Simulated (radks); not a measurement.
Au, configuration [Xe] 4f14 5d10 6s1.

Method: scalar-relativistic Kohn-Sham, r2SCAN, spin-unpolarised, spherical densities, finite nucleus; meta-GGA in the generalised Kohn-Sham scheme; Fermi nuclear charge, rms radius 5.4371 fm; computed with a radial shooting solver on a logarithmic mesh with Libxc functionals.

Energy parts (eV):
part                       energy
total                  -517282.75
kinetic                 578489.35
electron-nucleus      -1286935.33
Hartree                 201037.62
exchange-correlation     -9874.39

Orbitals (lengths in bohr, moments of r in powers of bohr; r(90%) holds 90 % of the orbital's charge):
| orbital | occ. | eigenvalue (eV) | <1/r> | r(90%) |
|---|---|---|---|---|
| 1s | 2 | -80843.38 | 95.71 | 0.0308 |
| 2s | 2 | -14292.52 | 22.46 | 0.111 |
| 2p | 6 | -12355.51 | 19.97 | 0.105 |
| 3s | 2 | -3384.378 | 8.338 | 0.269 |
| 3p | 6 | -2820.014 | 7.601 | 0.277 |
| 3d | 10 | -2215.378 | 7.144 | 0.260 |
| 4s | 2 | -740.9781 | 3.563 | 0.583 |
| 4p | 6 | -555.1194 | 3.221 | 0.628 |
| 4d | 10 | -330.6523 | 2.886 | 0.683 |
| 5s | 2 | -110.4776 | 1.452 | 1.33 |
| 4f | 14 | -81.9502 | 2.461 | 0.800 |
| 5p | 6 | -61.3769 | 1.232 | 1.56 |
| 5d | 10 | -7.0791 | 0.8300 | 2.56 |
| 6s | 1 | -5.7203 | 0.4494 | 4.29 |

The highest occupied level is 6s at -5.720 eV. The electron density at the nucleus is 2.301e+06 e/bohr^3 (large components only).
